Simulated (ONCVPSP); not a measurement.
## indium (In), ONCV: configuration errors across variants

ONCVPSP 4.0.1 input, shortened (lines: element, Z, core and valence counts, functional; n l f; lmax; l rc ep ncon nbas qcut; lloc lpopt rc5 dvloc0; l nproj debl; icmod fcfact rcfact), PBE, scalar-relativistic:

```
  In 49.00    6    4        4      upf
    1    0    2.00
    2    0    2.00
    2    1    6.00
    3    0    2.00
    3    1    6.00
    3    2   10.00
    4    0    2.00
    4    1    6.00
    4    2   10.00
    5    0    1.00
    2
    0    1.25    0.00    4    9    9.70
    1    1.55    0.00    4    8    7.10
    2    1.50    0.00    4    9   11.70
    4    5    0.80    0.00
    0    2    0.60
    1    2    0.80
    2    2    2.20
    2    0.30    0.95
```

In the p channel the program set the typed energies aside and used -3.535, 0.250 Ha.

All-electron excitation energies from the reference (eV): (1) 4s2 4p6 4d10 5s2 5p1 -24.599; (2) 4s2 4p6 4d10 5s2 -19.235; (3) 4s2 4p6 4d10 5s0 28.320; (4) 4s2 4p6 4d9 5s2 5p1 0.516.

2 further variants failed, have other tests or another functional or relativity, and are left out.

A true bound ghost makes a file unfit for plane-wave use even where its test errors are small: the radial tests pick states by their node count and pass the ghost by.

Errors AE − PS in meV (a dash: test not solved or not reliable):

| change | (1) | (2) | (3) | (4) | bound ghosts | GHOST(+) flags above zero |
| --- | --- | --- | --- | --- | --- | --- |
| base | +4.1 | +2.7 | -5.3 | +3.2 | none | s |
| p: rc 1.94 | +2.4 | +2.3 | -6.1 | +2.0 | p | s |
| p: qcut 8.7 | +4.1 | +2.7 | -5.3 | +3.6 | none | s |
| local potential polynomial inside 0.80 bohr (lpopt 5, dvloc0 8.5 Ha) | +4.0 | +2.7 | -5.3 | +3.2 | none | s |
| core correction none | +4.2 | +2.8 | -5.1 | +3.1 | none | s |

Q: Give the same row for: all radii but the core radius scaled by about 1.24 (s 1.56, p 1.92, d 1.86 bohr); local potential polynomial inside 1.00 bohr (lpopt 5, dvloc0 0 Ha).

A: +1.4, +1.8, -8.3, +12; bound ghosts: p; GHOST(+) flags above zero: s.
